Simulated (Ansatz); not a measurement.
Computed with Ansatz on PBE0-D4/def2-TZVP structures; ΔE is electronic, products minus reactants. CCSD(T)/CBS is the MP2 limit (def2-TZVPP, def2-QZVPP) plus CCSD(T) − MP2 in def2-TZVPP, frozen cores. Functionals use def2-TZVPP. Elements past krypton have def2 core potentials. For Sn outer-core shells are correlated without core-valence functions, which leaves a few kJ/mol of doubt a bond. One conformer a species, not always the lowest.

Consider the isomerisation: `[F][SnH]([Cl])[O][SiH3]` → `[OH][SnH]([Cl])[SiH2]F`.

```
        level  ΔE (kcal/mol)
       r2SCAN            2.4
HF/def2-TZVPP            7.7
```

Q: What does CCSD(T)/CBS give? (Best estimate.)

A: Computed: +3.8 kcal/mol. The listed levels differ from it by -1.4, 3.9 kcal/mol.

Largest T1 diagnostic among the species: 0.013.

From PBE to PBE0 (25 % exact exchange), in def2-TZVPP and without D4, ΔE moves by +1.0 kcal/mol. In def2-TZVPP, CCSD(T) changes the Hartree–Fock value by −3.9 kcal/mol (the triples alone add −0.1 kcal/mol) and MP2 by −4.0 kcal/mol.

CCSD(T)/CBS has its own doubt, a few kJ/mol and more with outer-core shells, so smaller differences from it don't rank the levels.
